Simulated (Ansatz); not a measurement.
The same stannylene extrusion along the group C, Si, Ge, Sn.

Program: Ansatz. Geometries: PBE0-D4/def2-TZVP. ΔE: electronic, gas phase. CBS: MP2 limit from def2 TZ/QZ plus the TZ coupled-cluster correction, frozen cores. This one scheme is used for every species. Functionals use def2-TZVPP. Elements past krypton have def2 core potentials. For Br, Ge, Sn outer-core shells are correlated without core-valence functions, which leaves a few kJ/mol of doubt a bond. Scalar relativity is left out up to krypton.

```json
{"reaction": "`FC(F)(Cl)Br` → `ClBr` + `F[C]F`", "r2SCAN-D4 (eV)": "3.04", "CCSD(T)/CBS(def2) (eV)": "2.78"}
{"reaction": "`F[Si](F)(Cl)Br` → `ClBr` + `F[Si]F`", "r2SCAN-D4 (eV)": "5.02", "CCSD(T)/CBS(def2) (eV)": "4.82"}
{"reaction": "`[F][Ge]([F])([Cl])[Br]` → `ClBr` + `[F][Ge][F]`", "r2SCAN-D4 (eV)": "3.31", "CCSD(T)/CBS(def2) (eV)": "3.12"}
{"reaction": "`[F][Sn]([F])([Cl])[Br]` → `ClBr` + `[F][Sn][F]`", "r2SCAN-D4 (eV)": "2.60", "CCSD(T)/CBS(def2) (eV)": "2.60"}
```

Largest T1 diagnostic: 0.017, for `F[C]F`.
